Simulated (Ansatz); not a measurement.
C$_{2}$H$_{4}$BFO$_{2}$ (`CC(=O)OBF`), relaxed with RKS PBE0-D4/def2-TZVP in Ansatz from a PBE-D4/def2-SVP geometry. The force threshold is 0.005 eV/Å; the program also tests the step.

Total charge 0; spin multiplicity 1.

Start:

```xyz
10

C     0.784   -1.451    0.162
C     0.475   -0.075   -0.359
O     0.910    0.433   -1.362
O    -0.382    0.596    0.512
B    -1.181    1.639    0.105
F    -1.788    2.314    1.075
H    -0.153   -2.033    0.274
H     1.231   -1.374    1.174
H     1.477   -1.968   -0.524
H    -1.374    1.919   -1.056
```

```
step  energy (eV)  largest force (eV/Å)  largest move (Å)
   1   -9623.0962                 1.338             0.000
   2   -9623.1391                 0.243             0.024
   3   -9623.1413                 0.189             0.015
   4   -9623.1426                 0.092             0.017
   5   -9623.1429                 0.054             0.004
   6   -9623.1430                 0.030             0.001
   7   -9623.1430                 0.004             0.001
```

End:

```xyz
10

C     0.778   -1.440    0.163
C     0.464   -0.075   -0.351
O     0.888    0.421   -1.348
O    -0.376    0.590    0.508
B    -1.167    1.626    0.100
F    -1.780    2.289    1.060
H    -0.144   -2.015    0.271
H     1.223   -1.360    1.157
H     1.460   -1.944   -0.517
H    -1.347    1.908   -1.041
```

It took 20 s on 4 threads of an Arm Neoverse V2 on a shared host, with 0.49 GiB of host memory at the peak.
